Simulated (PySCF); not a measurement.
## The 15-electron isoelectronic series, non-relativistic

All values are computed (PySCF 2.14, energy differences of UHF-based or UKS calculations, no spin-orbit coupling). Each ion has its own even-tempered basis scaled to its charge (17s11p5d4f for the first); frozen: 1s2. Ionisation energies in eV.

| ion | configuration | UHF | LDA | PBE | PBE0 | r2SCAN | MP2 (outer shells) | CCSD (outer shells) | NIST (with spin-orbit, Breit and QED) |
| --- | --- | --- | --- | --- | --- | --- | --- | --- | --- |
| Se(19+) | [Ne] 3s2 3p3 (4S) | 791.74 | 792.54 | 792.62 | 792.74 | 793.21 | 792.29 | 792.05 | 798 ± 3 (s) |
| Kr(21+) | [Ne] 3s2 3p3 (4S) | 938.20 | 938.99 | 939.10 | 939.22 | 939.72 | 938.72 | 938.47 | 945 ± 3 (s) |
| Zr(25+) | [Ne] 3s2 3p3 (4S) | 1267.5 | 1268.2 | 1268.4 | 1268.5 | 1269.1 | 1267.9 | 1267.6 | 1277 ± 5 (s) |
| Mo(27+) | [Ne] 3s2 3p3 (4S) | 1450.3 | 1451.0 | 1451.2 | 1451.3 | 1451.9 | 1450.7 | 1450.4 | 1462 ± 6 (s) |
| Ru(29+) | [Ne] 3s2 3p3 (4S) | 1645.2 | 1645.9 | 1646.1 | 1646.3 | 1646.9 | 1645.6 | 1645.2 | 1659 ± 6 (s) |
| Pd(31+) | [Ne] 3s2 3p3 (4S) | 1852.2 | 1852.9 | 1853.2 | 1853.3 | 1853.9 | 1852.6 | 1852.2 | 1869 ± 7 (s) |
| Cd(33+) | [Ne] 3s2 3p3 (4S) | 2071.4 | 2072.0 | 2072.3 | 2072.4 | 2073.1 | 2071.7 | 2071.3 | 2091 ± 8 (s) |
| Sn(35+) | [Ne] 3s2 3p3 (4S) | 2302.6 | 2303.2 | 2303.6 | 2303.7 | 2304.4 | 2302.9 | 2302.5 | 2326 ± 9 (s) |
| Te(37+) | [Ne] 3s2 3p3 (4S) | 2545.9 | 2546.5 | 2546.9 | 2547.0 | 2547.7 | 2546.2 | 2545.8 | 2552 ± 4 (t) |

Problem. Interpolate the row of Sr(23+).

Solution. configuration [Ne] 3s2 3p3 (4S); UHF 1096.8; LDA 1097.5; PBE 1097.7; PBE0 1097.8; r2SCAN 1098.3; MP2 (outer shells) 1097.3; CCSD (outer shells) 1097.0; NIST (with spin-orbit, Breit and QED) 1105 ± 4 (s).

Each ion has its own basis, which adds noise of up to about 0.1 % along the series.

NIST values marked (s) are semi-empirical, (t) theoretical. Open shells are high-spin determinants of the terms that Hund's rules give; for the heavier ions, far from LS coupling, these are not the ground levels.

All relativistic terms are absent from the calculated values; where these lie close to NIST, scalar and spin-orbit shifts of opposite sign can cancel.
